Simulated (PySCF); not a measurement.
# Computed properties of In(Me)2(NH2) (C2H8InN), SMILES [CH3][In]([NH2])[CH3]

In(Me)2(NH2) (C2H8InN), SMILES [In]([CH3])([NH2])[CH3]. The structure is a stationary point at B3LYP-D3(BJ)/def2-SVP. The structure was generated by enumeration; whether it is a known compound was not checked. The def2 effective core potentials stand for the cores of In; spin–orbit coupling is left out. One conformer was computed; it need not be the lowest. All values are computed for the isolated molecule unless a solvent is named; none is compared with measurement here.

**Structure.** The optimised structure has C2v symmetry. All 30 harmonic modes at B3LYP-D3(BJ)/def2-SVP (PySCF) are real, so it is a minimum. With heavy atoms numbered as in [In:1]([CH3:2])([CH3:6])[NH2:10], the shortest bond between them is In1–N10 at 2.042 Å and the longest In1–C6 at 2.180 Å.

**Vibrations.** The strongest infrared lines (harmonic, unscaled, degenerate partners summed) lie at 190 cm⁻¹ (118 km/mol, H 85 %), 713 cm⁻¹ (84 km/mol, H 81 %, C 12 %), 588 cm⁻¹ (66 km/mol, N 75 %, H 13 %, In 12 %). The softest mode is at 41 cm⁻¹ and the zero-point energy is 59.2 kcal/mol.

**Electronic structure.** HF/def2-TZVP (PySCF) places the frontier levels at -9.80 and 1.75 eV, a gap of 11.55 eV, and gives a dipole moment of 0.51 D and a mean polarisability of 65.5 bohr³. PBE/def2-TZVP (PySCF) at the same geometry gives -5.21 and -1.09 eV, so its gap is 7.43 eV narrower. An orbital gap is neither the optical nor the fundamental gap.

**Excitations.** TDA-M06-2X/def2-SVPD (PySCF) has S1 at 5.38 eV (231 nm, f = 0.066, bright); the most intense of the 10 singlets computed lies at 6.09 eV (f = 0.22). T1 (TDA) is at 4.67 eV, 0.71 eV under S1. TDA-PBE/def2-SVPD (PySCF) puts S1 at 4.30 eV. No vertical singlet excitation falls in the visible range (under 3.1 eV).
